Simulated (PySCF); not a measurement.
Calculated NMR parameters of C=CCC(F)(F)C(F)(F)F

```yaml
Formula: C5H5F5
SMILES: C=CCC(F)(F)C(F)(F)F
Point_group_of_the_computed_structure: C1
Degrees_of_unsaturation: 1
Carbon_signals: 5
Proton_signals: 4
```

Molfile (atoms numbered from 1):
```
C5H5F5
     RDKit          3D

 15 14  0  0  0  0  0  0  0  0999 V2000
    2.5529   -0.1091    0.4290 C   0  0  0  0  0  0  0  0  0  0  0  0
    1.6299    0.2372   -0.4460 C   0  0  0  0  0  0  0  0  0  0  0  0
    0.2993   -0.4500   -0.5682 C   0  0  0  0  0  0  0  0  0  0  0  0
   -0.8332    0.5333   -0.2910 C   0  0  0  0  0  0  0  0  0  0  0  0
   -0.8417    1.5497   -1.1877 F   0  0  0  0  0  0  0  0  0  0  0  0
   -0.7058    1.1117    0.9275 F   0  0  0  0  0  0  0  0  0  0  0  0
   -2.2237   -0.1527   -0.3430 C   0  0  0  0  0  0  0  0  0  0  0  0
   -2.2983   -1.1316    0.5641 F   0  0  0  0  0  0  0  0  0  0  0  0
   -3.2241    0.6892   -0.1139 F   0  0  0  0  0  0  0  0  0  0  0  0
   -2.4268   -0.7106   -1.5410 F   0  0  0  0  0  0  0  0  0  0  0  0
    3.4938    0.4087    0.4879 H   0  0  0  0  0  0  0  0  0  0  0  0
    2.4094   -0.9246    1.1185 H   0  0  0  0  0  0  0  0  0  0  0  0
    1.7827    1.0625   -1.1270 H   0  0  0  0  0  0  0  0  0  0  0  0
    0.1597   -0.8340   -1.5826 H   0  0  0  0  0  0  0  0  0  0  0  0
    0.2215   -1.2717    0.1459 H   0  0  0  0  0  0  0  0  0  0  0  0
  1  2  2  0
  2  3  1  0
  3  4  1  0
  4  5  1  0
  4  6  1  0
  4  7  1  0
  7  8  1  0
  7  9  1  0
  7 10  1  0
  1 11  1  0
  1 12  1  0
  2 13  1  0
  3 14  1  0
  3 15  1  0
M  END
```

One averaged value for each set of equivalent atoms, no relativistic terms, single conformer, in vacuum. GIAO PBE0/pcSseg-1 shieldings; structure optimised with GFN2-xTB; PySCF.

Scale: ¹H (σ = 31.72 ppm), ¹³C (σ = 186.93 ppm) against TMS; ¹⁹F (σ = 170.95 ppm) against CFCl3 (reference shieldings calculated alike).

```tsv
carbon	δC, type	δH (multiplicity)	HMBC from (2–3 bonds)	span of the C tensor (ppm)
C1	130.2, CH2	H11 5.76 (m); H12 5.74 (m)	H13, H14/H15	218
C2	135.4, CH	6.33 (m)	H11, H12, H14/H15	236
C3	42.4, CH2	2.91 (m)	H13, H11, H12	26
C4	122.6, C	–	H13, H14/H15	30
C7	129.2, C	–	H14/H15	14
```

Other nuclei:
```csv
atoms,nucleus,environment,δ (ppm),σ (ppm)
F8/F9/F10,¹⁹F,fluorine of a CF3 group,-101.3,272.2
F5/F6,¹⁹F,fluorine of a CF2 group,-139.3,310.2
```

1. Carbon types of the structure: 2 × C, 1 × CH, 2 × CH2, which accounts for all hydrogens.
2. δC 135.4: alkene CH; an sp2 carbon of a C=C bond.
3. δC 130.2: terminal =CH2 carbon; as expected for a trigonal carbon in a double bond.
4. δC 129.2: CF3 carbon; 3 electronegative neighbours deshield it.
5. δC 122.6: fully substituted sp3 carbon bonded to 2 F; 2 electronegative neighbours deshield it.
6. δH 5.76, 5.74: hydrogen on a terminal =CH2 carbon; attached to an sp2 carbon and in the plane of the double bond.

Splittings by ¹⁹F in the carbon and heteronuclear signals aren't shown, as no couplings were computed. Shifts are as computed. Against solution values, carbons near 30 ppm lie about +3 ppm off and those near 130 ppm about +5 ppm. Of 1211 compounds with measured shifts, 218 miss one by over three times the rms of a fit or turn the order of signals round; such compounds aren't used in these exercises. Unscaled 19F shifts against computed CFCl3 carry errors that often reach 10 to 50 ppm. No couplings were computed; multiplicities are counted from neighbouring protons, with m where these are inequivalent, close in shift, in a saturated or five-membered ring or joined by F or P, and br s for small geminal =CH2 splittings.
